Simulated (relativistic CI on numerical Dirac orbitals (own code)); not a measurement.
# d9 in a ligand field

Computed with a parametric ligand-field model of a d^n configuration (Racah B and C, spin-orbit zeta, crystal field), exact diagonalisation.

Field parameters in Wybourne normalisation: Oh B⁴₀ = 21Dq, B⁴₄ = √(5/14) B⁴₀; Td as Oh with Dq negative (B⁴₀ = 21Dq, B⁴₄ = √(5/14) B⁴₀). The field is a parameter set, without covalency.

Question: Ground term and bands for B = 1000, C = 4110, ζ = 0 cm⁻¹, Td, 10Dq = -8900 cm⁻¹?

Answer: Ground term 2T2 with 4.00 electrons in the two orbitals of the cubic e set. Spin-allowed: 2E 8900 cm⁻¹ (1124 nm). Lowest spin-forbidden: none.

Question: Ground term and bands for B = 830, C = 3130, ζ = 0 cm⁻¹, Oh, 10Dq = 29250 cm⁻¹?

Answer: Ground term 2E with 3.00 electrons in the two orbitals of the cubic e set. Spin-allowed: 2T2 29250 cm⁻¹ (342 nm). Lowest spin-forbidden: none.

Question: Ground term and bands for B = 360, C = 1460, ζ = 0 cm⁻¹, Oh, 10Dq = 38800 cm⁻¹?

Answer: Ground term 2E with 3.00 electrons in the two orbitals of the cubic e set. Spin-allowed: 2T2 38800 cm⁻¹ (258 nm). Lowest spin-forbidden: none.

Question: Ground term and bands for B = 640, C = 3240, ζ = 0 cm⁻¹, Oh, 10Dq = 10950 cm⁻¹?

Answer: Ground term 2E with 3.00 electrons in the two orbitals of the cubic e set. Spin-allowed: 2T2 10950 cm⁻¹ (913 nm). Lowest spin-forbidden: none.

Question: Ground term and bands for B = 1030, C = 4660, ζ = 0 cm⁻¹, Oh, 10Dq = 21050 cm⁻¹?

Answer: Ground term 2E with 3.00 electrons in the two orbitals of the cubic e set. Spin-allowed: 2T2 21050 cm⁻¹ (475 nm). Lowest spin-forbidden: none.
